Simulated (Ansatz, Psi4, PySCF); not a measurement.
H3Ga (SMILES [GaH3]), singlet, geometry from GFN2-xTB (such geometries of metal compounds can be far from the true shape). Base run: R2SCAN/6-31G* (PySCF).

Input for PySCF:
```python
from pyscf import gto, scf, dft

mol = gto.Mole()
mol.atom = '''
    Ga    0.00000000   -0.00000000    0.00000000
    H     0.66218224   -0.42756453    1.35383279
    H    -0.30059287    1.51137788   -0.28202977
    H    -0.36158937   -1.08381336   -1.07180302
'''
mol.basis = '6-31g*'
mol.verbose = 4
mol.build()

mf = dft.RKS(mol)
mf.xc = 'r2scan'
mf.kernel()
```

The same geometry, method and basis name were run in Ansatz (a first-principles code) and Psi4 and PySCF, at each program's defaults and at the settings that a row names. The base is PySCF at its defaults. Differences at the defaults can come from grids, fitting, cores and function types together.

```json
[
 {"code and settings": "PySCF, defaults (exact integrals, its default grid, spherical functions)", "ΔE vs base (µEh)": "0.0", "basis functions": "38", "E (Eh)": "-1926.31586", "SCF cycles": "7"},
 {"code and settings": "Psi4, defaults (density fitting with its default set, its default grid, Cartesian functions)", "ΔE vs base (µEh)": "___", "basis functions": "41", "E (Eh)": "___", "SCF cycles": "8"},
 {"code and settings": "Ansatz, defaults (factorised integrals, its default grid, Cartesian functions)", "ΔE vs base (µEh)": "-4558", "basis functions": "41", "E (Eh)": "-1926.32042", "SCF cycles": "-"},
 {"code and settings": "PySCF, density fitting with def2-universal-jkfit", "ΔE vs base (µEh)": "-39.4", "basis functions": "38", "E (Eh)": "-1926.31590", "SCF cycles": "7"},
 {"code and settings": "PySCF, fine grid", "ΔE vs base (µEh)": "-2.8", "basis functions": "38", "E (Eh)": "-1926.31586", "SCF cycles": "7"},
 {"code and settings": "Psi4, exact integrals, spherical functions, fine grid", "ΔE vs base (µEh)": "___", "basis functions": "38", "E (Eh)": "___", "SCF cycles": "10"},
 {"code and settings": "Ansatz, high accuracy, Cartesian functions as the basis file defines them", "ΔE vs base (µEh)": "-4557", "basis functions": "41", "E (Eh)": "-1926.32042", "SCF cycles": "-"}
]
```

Problem. Some entries are withheld; supply them.

Solution. 
- Psi4, defaults (density fitting with its default set, its default grid, Cartesian functions), ΔE vs base (µEh): -4900
- Psi4, defaults (density fitting with its default set, its default grid, Cartesian functions), E (Eh): -1926.32076
- Psi4, exact integrals, spherical functions, fine grid, ΔE vs base (µEh): 133
- Psi4, exact integrals, spherical functions, fine grid, E (Eh): -1926.31572
